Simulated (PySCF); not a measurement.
Be(NH2)(SeH) (BeH3NSe), SMILES [Be]([NH2])[SeH]. Coordinates come from a PBE0-D3(BJ)/def2-TZVP optimisation. Other conformers were not sampled.

Level of theory: PBE0-D3(BJ)/def2-TZVP run with PySCF.

Harmonic wavenumbers (cm⁻¹): 206, 215, 261, 394, 400, 586, 672, 1269, 1571, 2438, 3618, 3701. Rotational constants (GHz): 143.6, 2.616, 2.605; symmetry number 1.

Problem. Work out the zero-point energy and the ideal-gas rigid-rotor harmonic-oscillator thermochemistry at 298.15 K and 1 atm.

Solution. ZPE = ½ Σ hcν = ½ × 15332 cm⁻¹ = 91.70 kJ/mol. H − E(el) = 108.16 kJ/mol. Entropy in J/(mol K): translation 166.79, rotation 97.54, vibration 35.71, total 300.03. G − E(el) = 18.71 kJ/mol. Cp = 77.26 J/(mol K).
